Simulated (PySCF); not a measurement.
## Basis-set dependence of population analyses: `CC(C)S(=O)(=O)O`

Species: C3H8O3S.
Cartesian coordinates in Å at the PBE0-D3(BJ)/def2-SVP level; atoms count from 1:
```
atom  x, y, z in Å
C1     0.5680    1.4196   -0.3633
C2     0.3450    0.0328    0.2107
C3     1.3042   -1.0187   -0.3265
S4    -1.3280   -0.5236   -0.1547
O5    -1.5877   -1.7729    0.5458
O6    -1.5648   -0.3864   -1.5757
O7    -2.2148    0.6166    0.6037
H8     1.5837    1.7602   -0.1133
H9     0.4640    1.4005   -1.4577
H10   -0.1517    2.1437    0.0426
H11    0.3688    0.0483    1.3126
H12    1.2270   -1.0854   -1.4220
H13    1.0924   -2.0084    0.1009
H14    2.3358   -0.7381   -0.0685
H15   -2.6866    0.1593    1.3168
```

PBE0 throughout (PySCF), one geometry, spherical d and f functions. One conformer (not necessarily the lowest) at the PBE0-D3(BJ)/def2-SVP geometry, without solvent, vibrations or thermal averaging. Atoms taken as equivalent share a column and are averaged. The first 7 of 8 kinds of atom are listed.

Mulliken charges (e):

```json
{"basis": "STO-3G", "functions": "47", "C1/C3": "-0.243", "C2": "-0.169", "S4": "+1.150", "O5/O6": "-0.472", "O7": "-0.383", "H8 (×6)": "+0.091", "H11": "+0.088"}
{"basis": "pcSseg-0", "functions": "83", "C1/C3": "-0.572", "C2": "-0.796", "S4": "+1.799", "O5/O6": "-0.726", "O7": "-0.714", "H8 (×6)": "+0.265", "H11": "+0.311"}
{"basis": "6-31G", "functions": "83", "C1/C3": "-0.491", "C2": "-0.470", "S4": "+1.347", "O5/O6": "-0.579", "O7": "-0.671", "H8 (×6)": "+0.209", "H11": "+0.248"}
{"basis": "6-31G*", "functions": "118", "C1/C3": "-0.550", "C2": "-0.367", "S4": "+1.308", "O5/O6": "-0.538", "O7": "-0.693", "H8 (×6)": "+0.207", "H11": "+0.223"}
{"basis": "cc-pVDZ", "functions": "142", "C1/C3": "-0.046", "C2": "-0.325", "S4": "+0.968", "O5/O6": "-0.440", "O7": "-0.328", "H8 (×6)": "+0.066", "H11": "+0.068"}
{"basis": "def2-SVP", "functions": "142", "C1/C3": "-0.037", "C2": "-0.283", "S4": "+0.911", "O5/O6": "-0.455", "O7": "-0.348", "H8 (×6)": "+0.069", "H11": "+0.078"}
{"basis": "pcSseg-1", "functions": "166", "C1/C3": "-0.240", "C2": "-0.489", "S4": "+1.209", "O5/O6": "-0.526", "O7": "-0.464", "H8 (×6)": "+0.141", "H11": "+0.161"}
{"basis": "aug-cc-pVDZ", "functions": "237", "C1/C3": "+0.845", "C2": "-1.049", "S4": "+2.318", "O5/O6": "-0.874", "O7": "-0.651", "H8 (×6)": "-0.074", "H11": "-0.263"}
{"basis": "6-311+G(2d,p)", "functions": "245", "C1/C3": "-0.604", "C2": "+0.079", "S4": "+1.032", "O5/O6": "-0.500", "O7": "-0.420", "H8 (×6)": "+0.176", "H11": "+0.160"}
{"basis": "def2-TZVP", "functions": "271", "C1/C3": "-0.392", "C2": "-0.071", "S4": "+0.789", "O5/O6": "-0.427", "O7": "-0.412", "H8 (×6)": "+0.145", "H11": "+0.112"}
{"basis": "cc-pVTZ", "functions": "326", "C1/C3": "-0.295", "C2": "-0.127", "S4": "+0.893", "O5/O6": "-0.437", "O7": "-0.334", "H8 (×6)": "+0.115", "H11": "+0.115"}
```

IAO charges (e):

```
        basis  functions   C1/C3      C2      S4   O5/O6      O7  H8 (×6)     H11
       STO-3G         47  -0.399  -0.285  +1.528  -0.597  -0.491   +0.142  +0.140
     pcSseg-0         83  -0.430  -0.294  +1.859  -0.778  -0.677   +0.164  +0.177
        6-31G         83  -0.445  -0.259  +1.822  -0.777  -0.684   +0.169  +0.175
       6-31G*        118  -0.424  -0.284  +2.105  -0.860  -0.725   +0.156  +0.158
      cc-pVDZ        142  -0.424  -0.277  +2.086  -0.850  -0.723   +0.154  +0.156
     def2-SVP        142  -0.414  -0.276  +2.099  -0.858  -0.723   +0.152  +0.155
     pcSseg-1        166  -0.422  -0.282  +2.107  -0.862  -0.729   +0.155  +0.159
  aug-cc-pVDZ        237  -0.435  -0.275  +2.106  -0.866  -0.738   +0.159  +0.162
6-311+G(2d,p)        245  -0.436  -0.287  +2.151  -0.881  -0.745   +0.159  +0.163
    def2-TZVP        271  -0.436  -0.294  +2.185  -0.889  -0.750   +0.159  +0.162
      cc-pVTZ        326  -0.437  -0.289  +2.155  -0.879  -0.745   +0.159  +0.162
```

Hirshfeld charges (e):

```tsv
basis	functions	C1/C3	C2	S4	O5/O6	O7	H8 (×6)	H11
STO-3G	47	-0.045	-0.028	+0.800	-0.359	-0.239	+0.022	+0.017
pcSseg-0	83	-0.106	-0.009	+0.662	-0.346	-0.241	+0.045	+0.041
6-31G	83	-0.099	-0.009	+0.652	-0.364	-0.243	+0.048	+0.051
6-31G*	118	-0.097	-0.011	+0.525	-0.314	-0.207	+0.046	+0.051
cc-pVDZ	142	-0.110	-0.023	+0.547	-0.304	-0.204	+0.046	+0.048
def2-SVP	142	-0.115	-0.020	+0.573	-0.312	-0.208	+0.047	+0.047
pcSseg-1	166	-0.116	-0.026	+0.559	-0.307	-0.206	+0.048	+0.049
aug-cc-pVDZ	237	-0.123	-0.036	+0.551	-0.303	-0.205	+0.051	+0.056
6-311+G(2d,p)	245	-0.116	-0.036	+0.529	-0.299	-0.203	+0.050	+0.055
def2-TZVP	271	-0.118	-0.031	+0.519	-0.295	-0.200	+0.050	+0.054
cc-pVTZ	326	-0.119	-0.030	+0.533	-0.300	-0.201	+0.050	+0.054
```

ESP-fitted charges (e):

```csv
basis,functions,C1/C3,C2,S4,O5/O6,O7,H8 (×6),H11
STO-3G,47,-0.507,+0.119,+1.341,-0.536,-0.538,+0.139,+0.029
pcSseg-0,83,-0.588,+0.113,+1.508,-0.658,-0.731,+0.177,+0.063
6-31G,83,-0.472,+0.087,+1.323,-0.626,-0.726,+0.154,+0.080
6-31G*,118,-0.499,+0.239,+0.817,-0.449,-0.541,+0.150,+0.037
cc-pVDZ,142,-0.422,+0.174,+0.936,-0.475,-0.538,+0.129,+0.034
def2-SVP,142,-0.408,+0.133,+1.076,-0.517,-0.572,+0.126,+0.037
pcSseg-1,166,-0.458,+0.199,+1.017,-0.508,-0.574,+0.138,+0.029
aug-cc-pVDZ,237,-0.482,+0.248,+0.867,-0.467,-0.513,+0.145,+0.025
"6-311+G(2d,p)",245,-0.518,+0.295,+0.803,-0.449,-0.523,+0.153,+0.021
def2-TZVP,271,-0.504,+0.266,+0.860,-0.462,-0.528,+0.148,+0.023
cc-pVTZ,326,-0.486,+0.243,+0.836,-0.455,-0.510,+0.145,+0.029
```

Some averages cover members that differ in this geometry, most widely: H8 (×6), Mulliken in aug-cc-pVDZ -0.108 to -0.013; C1/C3, ESP-fitted in 6-31G -0.511 to -0.432; O5/O6, Mulliken in 6-311+G(2d,p) -0.536 to -0.465; O5/O6, ESP-fitted in def2-TZVP -0.497 to -0.428 e.

Q: Which scheme is steadiest as the basis changes?

A: Largest range over the bases for any column: Hirshfeld 0.28 e, IAO 0.66 e, ESP-fitted 0.71 e, Mulliken 1.53 e. Hirshfeld charges move least and Mulliken charges most, counted in e. Without the minimal STO-3G basis the ranges are Hirshfeld 0.14, IAO 0.36, ESP-fitted 0.71, Mulliken 1.53 e.

Q: How much do the charges still move between the two largest bases, def2-TZVP and cc-pVTZ?

A: At most, over all atoms: Mulliken 0.120 e, IAO 0.030 e, Hirshfeld 0.014 e, ESP-fitted 0.024 e.

Q: What do the same runs give for the total energy, the frontier levels and the dipole moment?

A: 
| basis | energy (Eh) | HOMO (eV) | LUMO (eV) | μ (D) |
| --- | --- | --- | --- | --- |
| STO-3G | -733.2227 | -3.47 | 5.24 | 2.65 |
| pcSseg-0 | -740.9768 | -8.84 | 0.63 | 4.19 |
| 6-31G | -742.0729 | -8.78 | 0.42 | 4.64 |
| 6-31G* | -742.4066 | -8.68 | 1.40 | 3.78 |
| cc-pVDZ | -742.4366 | -8.56 | 1.13 | 3.62 |
| def2-SVP | -742.0422 | -8.72 | 1.13 | 3.68 |
| pcSseg-1 | -742.3766 | -8.90 | 0.72 | 3.81 |
| aug-cc-pVDZ | -742.4806 | -8.88 | -0.38 | 3.85 |
| 6-311+G(2d,p) | -742.5829 | -8.98 | -0.12 | 3.84 |
| def2-TZVP | -742.6385 | -8.94 | 0.55 | 3.75 |
| cc-pVTZ | -742.6105 | -8.85 | 0.63 | 3.74 |

The dipole is fixed by the density alone, so its range of 1.99 D shows that the density itself changes with the basis, not only its division among atoms.
